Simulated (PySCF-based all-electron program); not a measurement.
Values are calculated unless marked as measured or tabulated.
Force along the bond of PtC, singlet

Method: all-electron DFT (in-house code on PySCF), basis-limit composite values; Koelling–Harmon scalar relativity, no spin–orbit coupling, spin-restricted. Forces are good to about 0.012 eV/Å. A positive force pushes the atoms apart.

```tsv
r (Å)	LDA (eV/Å)	PBEsol (eV/Å)	PBE (eV/Å)
1.512	10.993	11.645	?
1.680	-1.150	-0.662	?
1.848	–	–	?
```

Task: What does PBE give at the lengths left open?

Result: 1.512 Å: 12.141 eV/Å; 1.680 Å: -0.236 eV/Å; 1.848 Å: -5.308 eV/Å.

Task: Between which listed lengths does the PBE force vanish, and at which of the two is it smaller?

Result: Between 1.512 and 1.680 Å. The force is smaller at 1.680 Å.

Task: At 1.680 Å, order the functionals from the one that pulls the atoms together most to the one that pushes them apart most.

Result: LDA (-1.150), PBEsol (-0.662), PBE (-0.236).
